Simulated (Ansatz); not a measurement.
C3H14GeSi2 (SMILES [CH3][Ge]([CH3])([CH3])[SiH2][SiH3]), singlet, geometry from GFN2-xTB; CASSCF(6,4)/STO-3G (Ansatz, a first-principles code).

Input for Ansatz:
Ansatz 0.2 input:
```yaml
crystal:
  periodic: [false, false, false]
  atoms:
    - {symbol: Si, position_ang: [3.00635091, 0.00300964, 0.41314387]}
    - {symbol: Si, position_ang: [1.21705344, -0.25597497, -1.03508840]}
    - {symbol: Ge, position_ang: [-0.89493537, 0.02653634, 0.00523149]}
    - {symbol: C, position_ang: [-2.05162064, 1.35023126, -0.93346148]}
    - {symbol: C, position_ang: [-1.93425732, -1.67030523, 0.10697029]}
    - {symbol: C, position_ang: [-0.69981981, 0.67797475, 1.87773112]}
    - {symbol: H, position_ang: [3.06377754, 1.34979672, 0.99100892]}
    - {symbol: H, position_ang: [2.94200763, -0.92659022, 1.54618503]}
    - {symbol: H, position_ang: [4.29844088, -0.22491940, -0.23685074]}
    - {symbol: H, position_ang: [1.30903775, 0.68488193, -2.16226944]}
    - {symbol: H, position_ang: [1.24332852, -1.57846496, -1.67895006]}
    - {symbol: H, position_ang: [-1.57687436, 2.32711364, -0.96751066]}
    - {symbol: H, position_ang: [-3.00544941, 1.45835032, -0.42345490]}
    - {symbol: H, position_ang: [-2.25048817, 1.04028211, -1.95573991]}
    - {symbol: H, position_ang: [-2.12126364, -2.07509994, -0.88392232]}
    - {symbol: H, position_ang: [-1.39719133, -2.42239740, 0.67861852]}
    - {symbol: H, position_ang: [-2.89452079, -1.50572846, 0.58890708]}
    - {symbol: H, position_ang: [-0.12113474, -0.01956939, 2.47762805]}
    - {symbol: H, position_ang: [-0.19427084, 1.63958730, 1.90844842]}
    - {symbol: H, position_ang: [-1.67094155, 0.79770436, 2.35027855]}
basis:
  gaussian:
    orbitals: STO-3G
hamiltonian:
  xc: hf
magnetization: {spin_polarized: false}
correlation: {active_space: {window: {electrons: 6, orbitals: 4}}}
```

### Question
Write the output that Ansatz gives for this input, abridged.

### Answer

```
Functional definition: HF
777 factors; integrals over basis functions are off by at most 3.7e-5 eV
mean field evaluation 1: about -74651.2961 eV, gradient 1.5e1 eV
mean field evaluation 2: about -74651.4387 eV, gradient 1.5e1 eV
mean field evaluation 4: about -74652.4726 eV, gradient 6.5e-1 eV
mean field evaluation 8: about -74652.4747 eV, gradient 1.6e-6 eV
mean field -74652.47471787 eV, -2743.4278446168 hartree, gradient 2.3e-6 eV, S^2 0.000000; 0 other end points of the search recorded, 0 dependent functions left out
reference -74652.47471787 eV, -2743.4278446168 hartree; 46, 46 occupied and 19, 19 virtual orbitals, 777 factors
state -74652.91014944 eV, -2743.4438464320 hartree
2 active orbitals were swapped for others, from the solution at -74652.83290483 eV, -2743.4410077450 hartree to that at -74652.91011566 eV, -2743.4438451907 hartree; typed "places" are swapped only where nearly empty or full, and so, without "given_window_search", are "orbital_numbers", "shells" and a window whose orbitals a file names under [Active]
Total energy: -74652.91014944 eV, -2743.4438464320 hartree
```
